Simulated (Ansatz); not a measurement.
Stepwise reaction of `NB(Br)Br` with ammonia, as a gas-phase model of exchange steps in deposition or etching. ΔE in kJ/mol.

Isolated molecules relaxed with PBE0-D4/def2-TZVP in Ansatz; ΔE leaves out vibrations. CBS: MP2 limit from def2 TZ/QZ plus the TZ coupled-cluster correction, frozen cores. This one scheme is used for every species. Functionals use def2-TZVPP. B3LYP here is the variant with VWN-RPA as its local correlation; programs differ in this. For Br outer-core shells are correlated without core-valence functions, which leaves a few kJ/mol of doubt a bond. Scalar relativity is left out up to krypton. Each species was taken in one conformer, which may not be the lowest.

| step | reaction | PBE-D4 | B3LYP-D4 | ωB97M-V | CCSD(T)/CBS |
| --- | --- | --- | --- | --- | --- |
| 1 | `NB(Br)Br` + NH₃ → `NB(N)Br` + HBr | -16.1 | -23.5 | -22.8 | -16.2 |
| 2 | `NB(N)Br` + NH₃ → `NB(N)N` + HBr | 20.7 | 14.7 | 16.1 | 18.4 |

Problem. By hand: ΔE of the 2 steps together at CCSD(T)/CBS.

Solution. (-16.2) + (18.4) = 2.2 kJ/mol, or 1.1 kJ/mol a step.

In ΔE each step is higher than the one before. PBE-D4 differs from CCSD(T)/CBS by 0.1 to 2.3 kJ/mol a step. Isolated molecules leave out the surface, adducts and barriers. Largest T1 diagnostic: 0.009.
